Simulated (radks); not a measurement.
Isoelectronic series with 46 electrons, all held in the configuration [Kr] 4d10, which need not be the ground one along the series. Calculated with a radial shooting solver on a logarithmic mesh with Libxc functionals: scalar-relativistic Kohn-Sham, BLYP, spin-unpolarised, spherical densities, finite nucleus; Fermi nuclear charge, rms radius of each element as measured or else 0.836 A^(1/3) + 0.57 fm. Total energies (hartree) and orbital eigenvalues (eV):

ion    E (hartree)         4d         4p
Pd     -5046.36281    -4.0259   -51.1813
In3+   -5880.15219   -47.7579  -107.5826
Te6+   -6786.78741  -113.5319  -187.0143
Cs9+    -7767.0469  -197.5363  -285.2145
Ce12+   -8822.0537  -298.5796  -400.9999
Pm15+   -9953.1555  -416.1255  -533.9175
Gd18+  -11161.8612  -549.8932  -683.7915
Ho21+  -12449.9685  -699.7269  -850.5819
Yb24+  -13819.3421  -865.5417  -1034.328
Ta27+  -15272.1898  -1047.297  -1235.121
Os30+  -16810.8514  -1244.981  -1453.091
